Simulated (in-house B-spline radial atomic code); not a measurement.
## Ionising the gallium ion Ga¹⁰⁺ with different functionals

Computed with an all-electron radial atomic-structure program (B-spline basis): four-component Dirac-Coulomb Hamiltonian, Fermi nucleus of rms radius 3.9973 fm, spin-restricted, spherical fractional occupations for the functionals, and exact exchange of hybrids averaged over the configuration. The ionisation energy is the difference of two self-consistent energies, [Ar] 3d3 → [Ar] 3d2, without Breit or QED terms; ε is the level of the shell that loses the electron (mean over j). The electron is taken from both j subshells in proportion to 2j + 1, so the result is a j average, not the step between ground levels.

| method | rung | ΔSCF (eV) | -ε(3d) (eV) |
| --- | --- | --- | --- |
| BHandHLYP | global hybrid | ? | ? |
| wB97X | range-separated hybrid | 278.52 | 267.06 |
| CAM-B3LYP | range-separated hybrid | ? | ? |
| LC-wPBE | range-separated hybrid | 278.71 | 266.15 |

Task: What does BHandHLYP give?

Result: ΔSCF 278.80 eV, and -ε(3d) = 270.53 eV.

Task: What does CAM-B3LYP give?

Result: ΔSCF 278.88 eV, and -ε(3d) = 266.56 eV.

Task: Among the functionals, which spreads more, the ΔSCF values or the orbital energies?

Result: The orbital energies: ΔSCF values span about 0.36 eV and the orbital energies 4.38 eV; here energy differences depend much less on the functional than eigenvalues do.

Task: How do they compare with the NIST value?

Result: NIST lists 280 eV ± 2.4 (tabulated theory, ground level to ground level). Errors run from -1.48 to -1.12 eV; all lie within about twice that uncertainty, so the table can't rank the methods.
